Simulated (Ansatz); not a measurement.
`C[N](C)[Hf]([Cl])([N](C)C)[N](C)C`. Total charge 0; spin multiplicity 1. Hf: def2 effective core potential. All single points use the PBE0-D4/def2-TZVP geometry. It is one conformer, not always the lowest.

```xyz
29

C    -0.354   -1.452   -2.630
N    -0.342   -0.232   -1.850
C    -1.115    0.817   -2.467
Hf    0.775   -0.228   -0.152
Cl    3.041   -0.893   -0.595
N     0.694    1.647    0.631
C     1.357    2.700   -0.108
C     0.115    2.126    1.861
N    -0.119   -1.484    1.173
C    -1.326   -2.264    1.061
C     0.559   -1.703    2.434
H    -1.372   -1.852   -2.743
H     0.251   -2.233   -2.153
H     0.058   -1.297   -3.637
H    -1.085    1.724   -1.861
H    -0.737    1.064   -3.470
H    -2.170    0.525   -2.582
H     1.804    2.314   -1.034
H     0.657    3.499   -0.394
H     2.170    3.159    0.473
H    -0.639    2.904    1.674
H     0.875    2.564    2.524
H    -0.374    1.311    2.398
H    -2.044   -2.010    1.854
H    -1.121   -3.342    1.142
H    -1.812   -2.083    0.101
H    -0.070   -1.413    3.288
H     1.482   -1.112    2.495
H     0.843   -2.756    2.568
```

(1) What is the dipole moment at r2SCAN/def2-TZVPP? (Estimate.)

(2) And with PBE, B3LYP, ωB97M-V? (Best estimate.)

(3) Give the Mulliken charges with r2SCAN, ωB97M-V, B3LYP in def2-TZVPP. (Estimate.)

Answers

(1) Computed: 2.95 D, with components (-2.78, 0.82, 0.55) D in this frame, pointing from negative to positive charge.

(2) Computed: PBE 2.89 D, B3LYP 2.87 D, ωB97M-V 2.77 D.

(3) Ansatz gave: 
```csv
atom,r2SCAN,ωB97M-V,B3LYP
C1,-0.04,-0.25,-0.17
N2,-0.31,-0.29,-0.29
C3,-0.03,-0.22,-0.16
Hf4,0.66,0.57,0.69
Cl5,-0.38,-0.31,-0.37
N6,-0.31,-0.29,-0.29
C7,-0.04,-0.25,-0.17
C8,-0.03,-0.22,-0.16
N9,-0.31,-0.29,-0.29
C10,-0.03,-0.22,-0.16
C11,-0.04,-0.25,-0.17
H12,0.05,0.12,0.08
H13,0.05,0.11,0.08
H14,0.05,0.12,0.09
H15,0.05,0.10,0.09
H16,0.05,0.11,0.08
H17,0.04,0.11,0.08
H18,0.05,0.11,0.08
H19,0.05,0.12,0.08
H20,0.05,0.12,0.09
H21,0.04,0.11,0.08
H22,0.05,0.11,0.08
H23,0.05,0.10,0.09
H24,0.04,0.11,0.08
H25,0.05,0.11,0.08
H26,0.05,0.10,0.09
H27,0.05,0.12,0.08
H28,0.05,0.11,0.08
H29,0.05,0.12,0.09
```

B3LYP here is the variant with VWN-RPA as its local correlation; programs differ in this.
